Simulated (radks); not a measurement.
Values are calculated unless marked as measured or tabulated.
Task: Species: neutral copper. Configuration: [Ne] 3s2 3p4 3d10 4s1 4d2 (not the ground configuration). Level of theory: non-relativistic Kohn-Sham, PBE, spin-polarised, spherical densities, point nucleus; open shells are filled with parallel spins first (a radial shooting solver on a logarithmic mesh with Libxc functionals). Some entries of the table are withheld. Estimate them.

| orbital | occ. | eigenvalue (eV) | r(max) (bohr) | <r> (bohr) |
|---|---|---|---|---|
| 1s up | 1 | -8780.834 | 0.03488 | 0.05290 |
| 1s down | 1 | -8779.631 | 0.03488 | 0.05289 |
| 2s up | 1 | -1067.504 | 0.1996 | 0.2385 |
| 2s down | 1 | -1066.613 | 0.1996 | 0.2385 |
| 2p up | 3 | -940.2111 | 0.1593 | 0.2075 |
| 2p down | 3 | -938.8689 | 0.1594 | 0.2076 |
| 3s up | 1 | -137.1509 | 0.6190 | 0.7126 |
| 3s down | 1 | -133.7977 | 0.6200 | 0.7153 |
| 3p up | 3 | -96.9900 | 0.6186 | 0.7369 |
| 3p down | 1 | -93.7263 | 0.6199 | 0.7408 |
| 3d up | 5 | -28.9023 | 0.5850 | 0.8512 |
| 3d down | 5 | -26.1573 | 0.5866 | 0.8629 |
| 4s up | 1 | -15.0491 | 1.919 | (1) |
| 4s down | 0 | -13.3555 | 1.926 | (2) |
| 4p up | 0 | (3) | 2.291 | (4) |
| 4p down | 0 | (5) | 2.299 | (6) |
| 5s up | 0 | -2.5673 | 5.576 | 6.161 |
| 4d up | 2 | -1.2957 | 4.899 | 5.893 |

Result: 
(1) 4s up <r> (bohr): 2.258
(2) 4s down <r> (bohr): 2.253
(3) 4p up eigenvalue (eV): -8.1185
(4) 4p up <r> (bohr): 2.806
(5) 4p down eigenvalue (eV): -6.3509
(6) 4p down <r> (bohr): 2.717
